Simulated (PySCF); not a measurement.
## Computed properties of ClH6NSSi2, SMILES S([SiH2]Cl)[SiH2]N

ClH6NSSi2, SMILES N[SiH2]S[SiH2]Cl. Coordinates come from a B3LYP-D3(BJ)/def2-SVP optimisation. This is a generated structure with no PubChem entry under its InChIKey; it may be hypothetical. One conformer was computed; it need not be the lowest. All values are computed for the isolated molecule unless a solvent is named; none is compared with measurement here.

**Structure.** All 27 harmonic modes at B3LYP-D3(BJ)/def2-SVP (PySCF) are real, so it is a minimum. With heavy atoms numbered as in [SiH2:1]([Cl:2])[S:3][SiH2:4][NH2:5], the shortest bond between them is Si4–N5 at 1.721 Å and the longest S3–Si4 at 2.201 Å.

**Vibrations.** The strongest infrared lines (harmonic, unscaled, degenerate partners summed) lie at 907 cm⁻¹ (271 km/mol, H 89 %, Si 10 %), 523 cm⁻¹ (247 km/mol, H 65 %, N 23 %, Si 8 %), 841 cm⁻¹ (192 km/mol, H 68 %, N 16 %, Si 15 %). The softest mode is at 45 cm⁻¹ and the zero-point energy is 41.0 kcal/mol.

**Electronic structure.** r2SCAN/def2-TZVP (PySCF) places the frontier levels at -6.57 and -0.76 eV, a gap of 5.81 eV, and gives a dipole moment of 0.58 D and a mean polarisability of 89.8 bohr³. PBE/def2-TZVP (PySCF) at the same geometry gives -6.27 and -1.09 eV, so its gap is 0.63 eV narrower. An orbital gap is neither the optical nor the fundamental gap.

**Excitations.** TDA-B3LYP/def2-SVPD (PySCF) has S1 at 5.81 eV (213 nm, f = 0.016, weak); the most intense of the 10 singlets computed lies at 7.10 eV (f = 0.05). T1 (TDA) is at 5.47 eV, 0.34 eV under S1. TDA-PBE/def2-SVPD (PySCF) puts S1 at 5.23 eV. No vertical singlet excitation falls in the visible range (under 3.1 eV).

**NMR.** GIAO shifts at B3LYP/pcSseg-1 (PySCF) (non-relativistic, atoms alike by connectivity averaged): ¹H from 1.4 to 5.9 ppm against TMS; ²⁹Si from -23.7 to 8.4 ppm against TMS. Without spin–orbit terms, shifts of atoms bonded to Cl or Br come out too high.

**Solvation.** SMD-PBE0/6-31G* (PySCF) gives -1.8 kcal/mol in water, -6.0 kcal/mol in ethanol, -5.6 kcal/mol in dichloromethane (1 M in both phases, gas-phase geometry).
